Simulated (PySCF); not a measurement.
C4H4OSe, SMILES [SeH]c1ccoc1.

Geometry: PBE-D3(BJ)/def2-SVP. One conformer was computed; it need not be the lowest.

Two levels are set side by side: TDA-PBE/def2-SVPD (PySCF) and TDA-B3LYP/def2-SVPD (PySCF). Vertical, same geometry. The lowest singlet is HOMO→LUMO 83 %, HOMO−1→LUMO 14 % with PBE and HOMO→LUMO 60 %, HOMO→LUMO+1 26 % with the other functional; states are paired by order. Differences are taken from unrounded values.

```json
[
 {"quantity": "lowest singlet excitation (eV)", "TDA-B3LYP": "4.85", "TDA-PBE": "4.47", "TDA-PBE minus TDA-B3LYP": "-0.37"},
 {"quantity": "lowest triplet excitation (TDA) (eV)", "TDA-B3LYP": "3.88", "TDA-PBE": "3.90", "TDA-PBE minus TDA-B3LYP": "0.02"},
 {"quantity": "first bright state (f over 0.05) (eV)", "TDA-B3LYP": "6.39", "TDA-PBE": "6.32", "TDA-PBE minus TDA-B3LYP": "-0.06"},
 {"quantity": "its oscillator strength", "TDA-B3LYP": "0.16", "TDA-PBE": "0.13", "TDA-PBE minus TDA-B3LYP": "-0.03"}
]
```

A lower first singlet is the usual sign of a functional without exact exchange. Differences between two approximate levels are no errors against the true value.

Rough cost on one machine, each run with all the roots and properties that it gave: TDA-B3LYP against TDA-PBE about 2 times.
